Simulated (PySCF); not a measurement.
C5H3O3 (doublet state).
Z-matrix (Å and degrees, GFN2-xTB geometry), rows numbered from 1:
```
O 
C   1  1.2047
O   2  1.3401  1  122.91
C   2  1.4604  1  124.67  3   180.00
C   4  1.3629  2  130.02  1   179.91
O   5  1.3072  4  113.58  2  -180.00
C   6  1.3591  5  106.64  4     0.00
C   7  1.3577  6  109.93  5     0.00
H   3  0.9702  2  109.91  1     0.00
H   7  1.0714  6  117.32  5  -179.99
H   8  1.0702  4  124.22  2    -0.02
```

The geometry is computed with GFN2-xTB (gas phase). This method treats the open shell by occupation alone, without spin polarisation.

Masses are those of the commonest isotopes; rigid-rotor values at the optimised geometry. The values belong to one conformer with, in the numbering `[O:1]=[C:2]([OH:3])[c:4]1[c:5][o:6][cH:7][cH:8]1`, O1–C2–O3–H 0°, O1–C2–C4–C5 180°.

**Question.** What are A, B and C (MHz)?

**Answer.** Ia = 89.30, Ib = 325.66, Ic = 414.95 u·Å²; 505379 MHz·u·Å²/I gives A = 5660, B = 1552, C = 1218 MHz.

**Question.** What kind of rotor is it?

**Answer.** An asymmetric top; Ray's κ = -0.850.

**Question.** What does the inertial defect say?

**Answer.** Planar: Δ = Ic − Ia − Ib = 0.00 u·Å². For a rigid frame Δ = −2 Σ m c², so it vanishes when all atoms lie in the ab plane; here none is more than 0.01 Å from it.

**Question.** Give the coordinates in the principal-axis frame, origin at the centre of mass.

**Answer.** The sense of each axis is arbitrary; atoms in the order of the calculation.
| atom | mass (u) | a (Å) | b (Å) | c (Å) |
| --- | --- | --- | --- | --- |
| O1 | 15.995 | -2.086 | -1.097 | -0.001 |
| C2 | 12.000 | -1.439 | -0.081 | 0.000 |
| O3 | 15.995 | -1.996 | 1.137 | 0.001 |
| C4 | 12.000 | 0.021 | -0.027 | 0.000 |
| C5 | 12.000 | 0.858 | 1.049 | -0.001 |
| O6 | 15.995 | 2.124 | 0.726 | 0.000 |
| C7 | 12.000 | 2.180 | -0.632 | 0.000 |
| C8 | 12.000 | 0.923 | -1.146 | 0.001 |
| H9 | 1.008 | -2.963 | 1.059 | 0.001 |
| H10 | 1.008 | 3.151 | -1.084 | 0.001 |
| H11 | 1.008 | 0.612 | -2.170 | 0.002 |

**Question.** List the rotational levels J(Ka,Kc) to J = 2 (MHz).

**Answer.** Above 0(0,0):
J = 1: 1(0,1) 2770, 1(1,1) 6877, 1(1,0) 7211
J = 2: 2(0,2) 8290, 2(1,2) 12083, 2(1,1) 13085, 2(2,1) 25408, 2(2,0) 25428

**Question.** Estimate the classical rotational partition function at 10 K, 100 K and 500 K.

**Answer.** Point group Cs, symmetry number σ = 1; q = (√π/σ)·√((kT/h)³/(ABC)), k/h = 20836.6 MHz/K: 1630 at 10 K, 51500 at 100 K, 576000 at 500 K.

For this open shell read J as N, the rotation without spin; fine and hyperfine splittings come on top. Whether it is a minimum is left open (no frequencies). Constants of a rigid frame at the computed geometry: no zero-point averaging, no centrifugal distortion.
